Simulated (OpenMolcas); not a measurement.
**d9 ions of charge +2 down a group with 6 bromide ligands in octahedral coordination**

* Program: OpenMolcas
* Method: CASSCF
* Spin-orbit coupling: RASSI with atomic mean-field integrals over the reference wave functions

The d shell is active. Anionic complexes are neutralised by point charges behind the ligands. Distances were set from a Shannon-type radius of the metal (high-spin where two are listed) plus a fixed donor radius (Br 1.91 Å). Ligand basis ANO-RCC-VDZP, DKH2 Hamiltonian. States (labels of O, the rotations of Oh). Energies in cm-1 above the lowest state or level, χT in cm3 K/mol; 10Dq is the gap between the two states. Spin-only χT is S(S+1) / 2 for the spin of the ground state.

| Ion | Shell | R (Å) | Metal basis | Outer charge (e at Å behind ligand) | Ground state | First state of that spin | 10Dq | First gap with spin-orbit (degeneracies) | χT at 300 K | Spin-only χT |
| --- | --- | --- | --- | --- | --- | --- | --- | --- | --- | --- |
| Cu2+ | 3d9 | 2.64 | ANO-RCC-VTZP | 0.67 at 2.8 | 2E | 2T2 2580 | 2580 | 2052 (4, 2) | 0.861 | 0.375 |
| Ag2+ | 4d9 | 2.85 | ANO-RCC-VTZP | 0.67 at 2.4 | 2E | 2T2 5343 | 5343 | 4157 (4, 2) | 0.729 | 0.375 |

The rows also differ in their outer charges, so part of each step comes from that.

|10Dq| changes by a factor of 5343 / 2580 = 2.07 from Cu2+ to Ag2+.

χT departs most from the spin-only value for Cu2+, by +0.486 cm3 K/mol.

An orbital doublet at a regular site is open to a Jahn-Teller distortion, which this geometry leaves out. Ligand-to-metal charge-transfer states are missing. With metal d orbitals alone and no dynamic correlation the field as a rule comes out too small, by tens of per cent, by up to half for chloride and softer ligands, and the orbital part of g and χT, which goes as 1/10Dq, too large (holds for Cu2+). With metal d orbitals alone the field can be off either way by tens of per cent (holds for Ag2+). No measured value stands beside these numbers; the geometry was imposed, not optimised, and the real ion may take another.
